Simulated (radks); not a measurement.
The numbers below are computed, except where a source is named.
Problem. These are the eigenvalues of the occupied orbitals of an atom or ion with whole-number occupations (eV). Level of theory: Dirac Kohn-Sham, PBE, spin-unpolarised, spherical densities, finite nucleus; Fermi nuclear charge, rms radius of each element as measured or else 0.836 A^(1/3) + 0.57 fm (a radial shooting solver on a logarithmic mesh with Libxc functionals).

orbital  eigenvalue
1s1/2     -10260.24
2s1/2     -1295.760
2p1/2     -1150.846
2p3/2     -1123.200
3s1/2     -180.5555
3p1/2     -133.5685
3p3/2     -129.8705
3d3/2      -50.8096
3d5/2      -50.3086
4p1/2      -21.1452

Which element is it, and in what charge state? The configuration may be excited. Open shells, if any, fill j = l - 1/2 first.

Solution. Z = 31, gallium, charge +2: Ga2+ in [Ar] 3d9 4p2. The list shows which subshells hold electrons but not how many an open one holds; the 1s level, -377.06 hartree, gives Z - s = 27.5 by -(Z - s)^2/2, which with screening and relativity narrows Z to a few neighbours, and the depths of the outer levels then fix element, charge and occupations together.
